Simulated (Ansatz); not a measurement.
System: C$_{6}$H$_{11}$, charge 0, multiplicity 2. It need not be the lowest isomer of its formula. SMILES: C/[C]=C\C(C)C
Structure (B3LYP-D3(BJ)/def2-TZVP (Ansatz, a quantum-chemistry and plane-wave program) minimum search):
```xyz
17

C      2.5460    -0.4504    -0.4524
C      1.5678    -0.2908     0.6270
C      0.2959    -0.0654     0.8221
C     -0.7500     0.1386    -0.2624
C     -1.3735     1.5324    -0.1451
C     -1.8199    -0.9542    -0.1821
H      2.0728    -0.3507    -1.4398
H      3.3363     0.3017    -0.3873
H      3.0250    -1.4320    -0.4131
H     -0.0895    -0.0113     1.8413
H     -0.2544     0.0641    -1.2343
H     -2.1270     1.6884    -0.9207
H     -1.8619     1.6555     0.8251
H     -0.6162     2.3117    -0.2398
H     -2.5767    -0.8159    -0.9579
H     -1.3805    -1.9451    -0.3031
H     -2.3257    -0.9276     0.7866
```
Charge 0, spin multiplicity 2.

Wanted: atomisation energy (electronic, to ground-state atoms), in kcal/mol. Valence correlation only, unless marked. Open shells are spin-unrestricted. No spin-orbit coupling. No relativistic terms. The coupled-cluster limit lacks core correlation, which all-electron functionals hold. CBS marks a two-point X^-3 extrapolation of the correlation energy; Hartree-Fock from the larger set. The bracket is a focal-point correction in the basis named.

The UHF reference is spin-contaminated (<S^2> 0.15 over the pure value in the largest basis). 

```tsv
level	program	atomisation energy (kcal/mol)
B97M-V/def2-TZVPD	Ansatz	1633.8
BHLYP/def2-TZVPD	Ansatz	…
B2GP-PLYP/def2-TZVPD	Ansatz	…
PBE-QIDH/def2-TZVPD	Ansatz	1626.2
RPA@PBE/cc-pVTZ	Ansatz	…
RI-MP2/CBS(cc-pVTZ,cc-pVQZ)+[CCSD(T)-MP2]/cc-pVTZ	Ansatz	1629.6
```

**Question.** Some entries are withheld; supply them.

**Answer.** 
- BHLYP/def2-TZVPD, atomisation energy (kcal/mol): 1588.5
- B2GP-PLYP/def2-TZVPD, atomisation energy (kcal/mol): 1609.3
- RPA@PBE/cc-pVTZ, atomisation energy (kcal/mol): 1527.3
